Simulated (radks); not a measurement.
The numbers below are computed, except where a source is named.
All-electron atom: Dy3.25+ in [Kr] 4d10 4f(up 5, down 5) 5s2 5p(up 2.5, down 2.25) (fractional occupations, a model configuration). Code: a radial shooting solver on a logarithmic mesh with Libxc functionals. Model: scalar-relativistic Kohn-Sham, PBE, spin-polarised, spherical densities, finite nucleus; Fermi nuclear charge, rms radius 5.2218 fm.

Unscreened Slater integrals over Kohn-Sham orbitals (eV). They are taken over the spin-up orbitals.

integral    value
F0(4f,4f)  30.473
F2(4f,4f)  14.159
F4(4f,4f)  8.8192
F6(4f,4f)  6.3265
F0(4f,5p)  19.627
F2(4f,5p)  6.8727
G2(4f,5p)  3.7459
G4(4f,5p)  2.8584
F0(4f,5s)  21.982
G3(4f,5s)  4.2979
F0(5p,5p)  16.488
F2(5p,5p)  8.9231
F0(5p,5s)  17.615
G1(5p,5s)  11.802
F0(5s,5s)  19.088

Derived for the open shells (J is the average intra-shell exchange parameter used in DFT+U). 4f: F4/F2 = 0.623, F6/F2 = 0.447, J = (286 F2 + 195 F4 + 250 F6)/6435 = 1.142 eV. 5p: J = F2/5 = 1.785 eV.
